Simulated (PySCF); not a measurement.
**Name the molecule from its bond curve**

A diatomic of charge 0 contains I. Its singlet curve at RHF-SCS-MP2 in a double-zeta basis (scalar-relativistic core potentials, PySCF), in eV from the separated fragments:

(R (Å), E (eV)): (2.083, -3.133), (2.180, -3.404), (2.277, -3.553), (2.349, -3.606), (2.422, -3.621), (2.495, -3.609), (2.591, -3.558), (2.713, -3.454), (2.858, -3.291), (3.052, -3.037)

The fit gives ωe = 469 cm⁻¹ and the rotational constant Bₑ = 0.4321 cm⁻¹.

Question: Which atom is the partner?

Answer: The minimum lies at 2.423 Å, so the reduced mass is 16.8576 u Å² cm⁻¹/(Bₑ·Re²) = 6.645 u. With I at 126.90 u the partner weighs about 7.0 u: Li. The molecule is LiI.

Correlated steps freeze 4 core orbitals. Spin–orbit coupling is left out.
